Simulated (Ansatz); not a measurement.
Cost and result for the atomization energy of C$_{2}$H$_{5}$NOSn, SMILES `C1=C[O][SnH2][NH]1` (10 atoms, 10 bonds).

```xyz
10

C     1.016    0.634    0.421
C     1.296   -0.195   -0.591
O     0.320   -0.919   -1.211
Sn   -1.393   -0.499   -0.289
N    -0.329    0.832    0.810
H     1.785    1.214    0.915
H     2.293   -0.339   -0.987
H    -2.475    0.224   -1.385
H    -2.049   -1.862    0.510
H    -0.464    0.910    1.807
```

Charge 0, multiplicity 1. Correlated methods include outer-core shells of Sn, which these sets cover unevenly. Sn takes the def2 core potential. All single points use the PBE0-D4/def2-TZVP geometry. Program: Ansatz. All runs use 4 threads of an Arm Neoverse V2 on a shared host. Times are those of one run each, without the atoms' runs, and a repeat can differ threefold. Electronic energies, without spin–orbit coupling; frozen cores. CCSD(T)/CBS adds CCSD(T) − MP2 in def2-TZVPP to the MP2 limit, and its time is that of the two runs behind it. T1 = 0.015. With those shells the extrapolation isn't a true limit. B3LYP takes the VWN-RPA correlation (the form of Gaussian; ORCA's B3LYP/G).

CCSD(T)/CBS is a level of theory with its own doubt, some kJ/mol a heavy atom from the limit and from the frozen cores, so smaller differences don't rank the functionals.

| level | functions | wall time |
| --- | --- | --- |
| PBE-D4/def2-TZVPP (with forces) | 244 | 2.1 s |
| PBE0-D4/def2-TZVPP | 244 | 2.4 s |
| B3LYP-D4/def2-TZVPP (with forces) | 244 | 3.8 s |
| r2SCAN-D4/def2-TZVPP (with forces) | 244 | 4.1 s |
| B2PLYP/def2-TZVPP | 244 | 5 s |
| ωB97X-V/def2-TZVPP | 244 | 6.5 s |
| ωB97M-V/def2-TZVPP (with forces) | 244 | 9.5 s |
| MP2/def2-QZVPP | 460 | 16 s |
| CCSD(T)/def2-TZVPP | 244 | 2.9 min |
| CCSD(T)/CBS(def2) | – | 3.2 min |

**Question.** What atomization energy does each give, and how far from CCSD(T)/CBS? (An estimate is asked.)

**Answer.** Ansatz gave: 
```csv
level,atomization (kJ/mol),difference from CCSD(T)/CBS,per bond
PBE-D4/def2-TZVPP (with forces),3755.1,104.1,10.4
PBE0-D4/def2-TZVPP,3645.3,-5.7,-0.6
B3LYP-D4/def2-TZVPP (with forces),3629.5,-21.5,-2.1
r2SCAN-D4/def2-TZVPP (with forces),3639.1,-11.9,-1.2
B2PLYP/def2-TZVPP,3587.9,-63.1,-6.3
ωB97X-V/def2-TZVPP,3657.5,6.5,0.6
ωB97M-V/def2-TZVPP (with forces),3641.0,-10.0,-1.0
MP2/def2-QZVPP,3669.7,18.7,1.9
CCSD(T)/def2-TZVPP,3529.1,-121.9,-12.2
CCSD(T)/CBS(def2),3651.0,0.0,0.0
```

The D4 term adds +38.7 kJ/mol with B3LYP and +20.0 kJ/mol with PBE0; it sums over pairs of atoms, weighted by their polarisabilities, and B3LYP, whose exchange is more repulsive, gets the larger term. From PBE to PBE0 (25 % exact exchange), in def2-TZVPP and without D4, the atomization energy moves by −106.0 kJ/mol: exact exchange takes away binding that semilocal exchange gives to molecules. In def2-TZVPP, CCSD(T) changes the Hartree–Fock value by +1125.0 kJ/mol (the triples alone add +81.6 kJ/mol) and MP2 by +1192.2 kJ/mol; breaking electron pairs costs correlation energy, which Hartree–Fock lacks.

Spin–orbit coupling would lower the free Sn atoms strongly, and the atomization energy with them, by more than many differences here. For some Ge, Se and Sn compounds the MP2-based and the directly extrapolated limit differ by 10 to 25 kJ/mol.
